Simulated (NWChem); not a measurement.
System: CH$_{10}$OSi$_{4}$; SMILES O[C@@H]1[SiH2][SiH2][Si@H]1[SiH3]

The following NWChem deck was run.

```
start job
memory heap 200 mb stack 900 mb global 1100 mb
geometry units angstroms noautoz
  O     -2.563096    -0.500064    -0.114650
  C     -1.181804    -0.558482    -0.417995
  Si    -0.177374    -2.203156    -0.169352
  Si     1.796215    -0.910459    -0.060358
  Si     0.081772     0.621265     0.500640
  Si     0.117120     2.876532    -0.150604
  H     -2.654356    -0.723235     0.830223
  H     -1.075080    -0.305054    -1.499523
  H     -0.477386    -2.721984     1.216729
  H     -0.406829    -3.318694    -1.158511
  H      2.838038    -1.253901     0.965787
  H      2.435040    -0.636633    -1.395711
  H     -0.180193     0.497971     1.985049
  H      1.204167     3.630554     0.570173
  H     -1.203616     3.543375     0.134211
  H      0.382103     2.949052    -1.631870
end
basis spherical
  * library 6-31g*
end
dft
  xc b3lyp
  iterations 150
  vectors input atomic output neutral.movecs
end
task dft energy
charge 1
dft
  odft
  mult 2
  vectors input atomic output cation.movecs
end
task dft energy
```

Excerpt of the output:

```
             Northwest Computational Chemistry Package (NWChem) 7.3.0
             --------------------------------------------------------

 C1  symmetry detected

                             Geometry "geometry" -> ""
                             -------------------------

 Output coordinates in angstroms (scale by  1.889725989 to convert to a.u.)

  No.       Tag          Charge          X              Y              Z
 ---- ---------------- ---------- -------------- -------------- --------------
    1 O                    8.0000    -2.53539580    -0.56032369     0.00325413
    2 C                    6.0000    -1.16361697    -0.59275035    -0.34397750
    3 Si                  14.0000    -0.11054094    -2.20559056    -0.08817901
    4 Si                  14.0000     1.83234330    -0.86281088    -0.07624900
    5 Si                  14.0000     0.09891366     0.64044083     0.50311958
    6 Si                  14.0000     0.05631909     2.87859905    -0.20429188
    7 H                    1.0000    -2.59036145    -0.76153997     0.95583455
    8 H                    1.0000    -1.09838751    -0.36439586    -1.43435263
    9 H                    1.0000    -0.35234717    -2.69614331     1.31940685
   10 H                    1.0000    -0.34372270    -3.35119711    -1.04144814
   11 H                    1.0000     2.91516858    -1.15453324     0.92310509
   12 H                    1.0000     2.42049310    -0.60755767    -1.43829573
   13 H                    1.0000    -0.11166010     0.54860576     1.99795140
   14 H                    1.0000     1.14678988     3.67699197     0.46142730
   15 H                    1.0000    -1.27088521     3.52007762     0.10743994
   16 H                    1.0000     0.27128943     2.91984519    -1.69483226

 Effective nuclear repulsion energy (a.u.)     505.5110602561

                                 NWChem DFT Module
                                 -----------------

 Summary of "ao basis" -> "ao basis" (spherical)
 ------------------------------------------------------------------------------
       Tag                 Description            Shells   Functions and Types
 ---------------- ------------------------------  ------  ---------------------
 O                           6-31g*                  6       14   3s2p1d
 C                           6-31g*                  6       14   3s2p1d
 Si                          6-31g*                  8       18   4s3p1d
 H                           6-31g*                  2        2   2s

            General Information
            -------------------
          SCF calculation type: DFT
          Wavefunction type:  closed shell.
          No. of atoms     :    16
          No. of electrons :    80
           Alpha electrons :    40
            Beta electrons :    40
          Charge           :     0
          Spin multiplicity:     1
          Use of symmetry is: off; symmetry adaption is: off
          Maximum number of iterations: 150
          AO basis - number of functions:   120
                     number of shells:    64
          Convergence on energy requested:  1.00D-06
          Convergence on density requested:  1.00D-05
          Convergence on gradient requested:  5.00D-04

              XC Information
              --------------
                         B3LYP Method XC Potential
                     Hartree-Fock (Exact) Exchange  0.200
                        Slater Exchange Functional  0.800 local
                    Becke 1988 Exchange Functional  0.720 non-local
              Lee-Yang-Parr Correlation Functional  0.810
                  VWN I RPA Correlation Functional  0.190 local

             Grid Information
             ----------------
          Grid used for XC integration:  medium
          Radial quadrature: Mura-Knowles
          Angular quadrature: Lebedev.
          Tag              B.-S. Rad. Rad. Pts. Rad. Cut. Ang. Pts.
          ---              ---------- --------- --------- ---------
          O                   0.60       49          13.0       434
          C                   0.70       49          12.0       434
          Si                  1.10       88          14.0       590
          H                   0.35       45          15.0       434
          Grid pruning is: on
          Number of quadrature shells:   900
          Spatial weights used:  Erf1

      Superposition of Atomic Density Guess
      -------------------------------------

 Sum of atomic energies:       -1272.66616186

      Non-variational initial energy
      ------------------------------

 Total energy =   -1275.029252
 1-e energy   =   -2768.969912
 2-e energy   =     988.429599
 HOMO         =      -0.255334
 LUMO         =       0.014940

   convergence    iter        energy       DeltaE   RMS-Dens  Diis-err
 ---------------- ----- ----------------- --------- --------- ---------
 d= 0,ls=0.0,diis     1  -1277.1986046235 -1.78D+03  9.41D-03  5.81D-01
 d= 0,ls=0.0,diis     2  -1277.2125713698 -1.40D-02  5.37D-03  5.89D-01
 d= 0,ls=0.0,diis     3  -1277.2667048073 -5.41D-02  1.32D-03  8.55D-02
 d= 0,ls=0.0,diis     4  -1277.2747852742 -8.08D-03  3.15D-04  7.45D-04
 d= 0,ls=0.0,diis     5  -1277.2749000328 -1.15D-04  1.10D-04  7.79D-05
  Resetting Diis
 d= 0,ls=0.0,diis     6  -1277.2749122641 -1.22D-05  3.65D-05  1.23D-05
 d= 0,ls=0.0,diis     7  -1277.2749142270 -1.96D-06  1.76D-05  9.49D-07
 d= 0,ls=0.0,diis     8  -1277.2749140720  1.55D-07  1.09D-05  2.04D-06
 d= 0,ls=0.0,diis     9  -1277.2749143778 -3.06D-07  1.34D-06  1.91D-08

         Total DFT energy =    -1277.274914377772
      One electron energy =    -2774.163767388610
           Coulomb energy =     1092.882463599730
    Exchange-Corr. energy =     -101.504670845038
 Nuclear repulsion energy =      505.511060256146

 Numeric. integr. density =       79.999988607369

                       DFT Final Molecular Orbital Analysis
                       ------------------------------------

 Vector   38  Occ=2.000000D+00  E=-2.898154D-01
              MO Center= -2.0D-01, -7.5D-01, -6.8D-02, r^2= 5.0D+00
   Bfn.  Coefficient  Atom+Function         Bfn.  Coefficient  Atom+Function
  ----- ------------  ---------------      ----- ------------  ---------------
    53      0.292581   4 Si px                3     -0.244957   1 O  px
    35     -0.238517   3 Si px               17      0.209766   2 C  px
    19      0.202288   2 C  pz               71     -0.193005   5 Si px
     7     -0.185109   1 O  px               20      0.173881   2 C  s
    56     -0.165560   4 Si s                 5     -0.163187   1 O  pz

 Vector   39  Occ=2.000000D+00  E=-2.571034D-01
              MO Center=  6.1D-01, -2.6D-01,  3.4D-02, r^2= 5.7D+00
   Bfn.  Coefficient  Atom+Function         Bfn.  Coefficient  Atom+Function
  ----- ------------  ---------------      ----- ------------  ---------------
    54      0.360232   4 Si py               72     -0.271385   5 Si py
    90      0.232676   6 Si py               35     -0.192356   3 Si px
    71      0.191452   5 Si px               38     -0.181129   3 Si s
    36     -0.178226   3 Si py              108      0.147044  10 H  s
    76     -0.144484   5 Si py               74      0.142821   5 Si s

 Vector   40  Occ=2.000000D+00  E=-2.349110D-01
              MO Center= -1.1D+00, -5.3D-01, -4.0D-02, r^2= 4.0D+00
   Bfn.  Coefficient  Atom+Function         Bfn.  Coefficient  Atom+Function
  ----- ------------  ---------------      ----- ------------  ---------------
     4      0.432203   1 O  py                8      0.348410   1 O  py
    18     -0.284230   2 C  py               71      0.243813   5 Si px
    35     -0.215185   3 Si px               22     -0.180647   2 C  py
    36      0.161923   3 Si py               54      0.150214   4 Si py
    72      0.136353   5 Si py               58      0.123846   4 Si py

 Vector   41  Occ=0.000000D+00  E=-2.476562D-02
              MO Center=  1.8D-01, -1.1D-01,  1.6D-01, r^2= 7.8D+00
   Bfn.  Coefficient  Atom+Function         Bfn.  Coefficient  Atom+Function
  ----- ------------  ---------------      ----- ------------  ---------------
    56      0.838316   4 Si s                75     -0.677066   5 Si px
    20     -0.601270   2 C  s                39     -0.596088   3 Si px
    74     -0.591709   5 Si s                57     -0.580206   4 Si px
    38     -0.398737   3 Si s               118     -0.291238  15 H  s
   116      0.270276  14 H  s                92      0.257628   6 Si s

 Vector   42  Occ=0.000000D+00  E=-1.492945D-02
              MO Center=  5.9D-01, -2.0D-01,  1.3D-02, r^2= 6.8D+00
   Bfn.  Coefficient  Atom+Function         Bfn.  Coefficient  Atom+Function
  ----- ------------  ---------------      ----- ------------  ---------------
    92      0.732636   6 Si s                74     -0.590099   5 Si s
    94     -0.557914   6 Si py               76     -0.521082   5 Si py
    77      0.475752   5 Si pz              110     -0.453673  11 H  s
   112      0.441236  12 H  s                59      0.433338   4 Si pz
   114     -0.344522  13 H  s               108      0.337985  10 H  s

 Vector   43  Occ=0.000000D+00  E= 4.334619D-03
              MO Center=  1.2D+00, -7.2D-01, -2.0D-02, r^2= 6.7D+00
   Bfn.  Coefficient  Atom+Function         Bfn.  Coefficient  Atom+Function
  ----- ------------  ---------------      ----- ------------  ---------------
    58      1.191964   4 Si py               74     -1.117089   5 Si s
    38      0.849609   3 Si s                76      0.585460   5 Si py
    39      0.568319   3 Si px               75     -0.515573   5 Si px
    40      0.407892   3 Si py               54      0.321926   4 Si py
    77      0.281582   5 Si pz               35      0.238680   3 Si px

     Multipole analysis of the density
     ---------------------------------

[...]
```

Level: B3LYP/6-31G* (spherical d), vertical spin-unrestricted ions. Geometry: optimised at PBE-D3(BJ)/def2-SVP. Not confirmed as a minimum by frequencies.
